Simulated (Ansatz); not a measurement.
`C[O][Zr]1234([CH3])([N](C)C)[C@H]5[C@@H]1[C@@H]2[C@@H]3[C@H]54` at its PBE0-D4/def2-TZVP geometry, where that method's forces vanish. Total charge 0; spin multiplicity 1. Zr: def2 effective core potential.

```xyz
29

C    -3.1550    0.8607   -1.1100
O    -1.8125    0.6767   -0.8249
Zr   -0.1144    0.3448    0.0385
C     1.0635    2.2092   -0.4493
N     0.8961   -1.0941   -1.0017
C     1.7199   -2.2405   -0.7446
C     0.7138   -0.8856   -2.4231
C     1.1071   -0.3715    2.1585
C    -0.0340   -1.1942    2.0473
C    -1.1757   -0.3789    2.2001
C    -0.7382    0.9472    2.3984
C     0.6735    0.9523    2.3718
H    -3.7695    0.7837   -0.2039
H    -3.3236    1.8506   -1.5494
H    -3.5087    0.1077   -1.8245
H     0.6354    3.1145   -0.0038
H     2.1143    2.1554   -0.1470
H     1.0441    2.3441   -1.5393
H     1.8553   -2.3949    0.3262
H     1.2820   -3.1593   -1.1654
H     2.7182   -2.1287   -1.1943
H     0.2427   -1.7541   -2.9078
H     1.6702   -0.6942   -2.9312
H     0.0686   -0.0205   -2.6226
H     2.1347   -0.6931    2.0712
H    -0.0379   -2.2592    1.8677
H    -2.2033   -0.7095    2.1533
H    -1.3734    1.8126    2.5249
H     1.3066    1.8186    2.4850
```

(1) What forces (eV/Å) does PBE-D4/def2-TZVPP give on these atoms in Ansatz 0.2.0? (An estimate is asked.)

## Answers

(1) Ansatz gave: 
```
C1  -0.198  0.020 -0.034
O2   0.257 -0.001 -0.049
Zr3 -0.023  0.057  0.153
C4  -0.036 -0.070  0.022
N5   0.014  0.041  0.116
C6   0.048 -0.073  0.057
C7  -0.047  0.038 -0.090
C8   0.299 -0.102  0.029
C9   0.002 -0.312 -0.011
C10 -0.290 -0.102  0.027
C11 -0.173  0.235  0.093
C12  0.189  0.253  0.064
H13 -0.151 -0.013  0.189
H14 -0.054  0.213 -0.098
H15 -0.098 -0.157 -0.159
H16 -0.076  0.169  0.086
H17  0.198 -0.003  0.059
H18 -0.006  0.019 -0.204
H19  0.031 -0.036  0.215
H20 -0.079 -0.205 -0.094
H21  0.212  0.010 -0.097
H22 -0.095 -0.188 -0.117
H23  0.199  0.038 -0.115
H24 -0.120  0.170 -0.040
H25  0.222 -0.071 -0.015
H26 -0.001 -0.230 -0.036
H27 -0.222 -0.072 -0.009
H28 -0.137  0.186  0.027
H29  0.136  0.185  0.031
```
